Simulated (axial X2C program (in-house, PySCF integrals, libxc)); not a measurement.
**Which molecule has these constants?**

Calculated with an axial X2C code built on PySCF integrals, spin-free (one-electron X2C) or two-component (2c: spin–orbit coupling with atomic mean-field Coulomb and Gaunt terms, which also bring small scalar terms), in Dyall basis sets with cores contracted in-house; open shells are unrestricted.

A two-component PBE0 calculation in a Dyall 3-zeta basis gave Re = 1.685 Å, ωe = 1163.3 cm⁻¹, De = 0.65 eV, Ω = 1/2.

Question: Which molecule is it?
A. LiAg⁺
B. NaAg⁺
C. AgH⁺

Answer: C. The others have NaAg⁺ 3.109 Å and 109.9 cm⁻¹ (Ω = 1/2); LiAg⁺ 2.781 Å and 213.9 cm⁻¹ (Ω = 1/2).

Each entry is the lowest single determinant of a limited PBE0 search at one distance. De goes to single-determinant-based atoms at the same level (for ions the charge split of lowest energy) and is withheld (n/a) where an atom does not fit its ground term or J level. Main or longest-lived isotopes.
